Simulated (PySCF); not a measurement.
B²⁺ (boron, charge +2) across methods

[He] 3d1, 2D determinant (an excited configuration). Calculation: PySCF 2.14, in aug-cc-pVQZ with one added diffuse shell each of s, p, d, f, g type (7s6p5d4f3g, 105 functions); no relativity, point nucleus.

| method | E (hartree) | mean ε 1s α (eV) | mean ε 1s β (eV) | mean ε 3d α (eV) | Σ⟨r²⟩ (bohr²) | ⟨S²⟩ |
| --- | --- | --- | --- | --- | --- | --- |
| LDA | -22.2621 | -219.87 | -219.86 | -11.636 | 13.79 | 0.750 |
| BP86 | -22.5640 | -222.18 | -222.18 | -12.118 | 13.20 | 0.750 |
| UHF | -22.48557 | -250.56 | -250.56 | -13.590 | 14.42 | 0.750 |
| B97-3 | -22.5747 | -230.02 | -230.04 | -12.604 | 13.26 | 0.750 |
| LC-wPBE | -22.5066 | -227.93 | -227.92 | -14.168 | 13.29 | 0.750 |
| r2SCAN | -22.5551 | -225.01 | -225.02 | -11.884 | 13.47 | 0.750 |
| PBE0 | -22.5232 | -229.24 | -229.23 | -12.496 | 13.47 | 0.750 |
| HSE06 | -22.5270 | -228.85 | -228.83 | -12.135 | 13.48 | 0.750 |
| PBE | -22.5191 | -221.86 | -221.85 | -12.049 | 13.21 | 0.750 |

The outer electron is Rydberg-like, and this basis confines it to a smaller radius and binds it less than a complete one would.
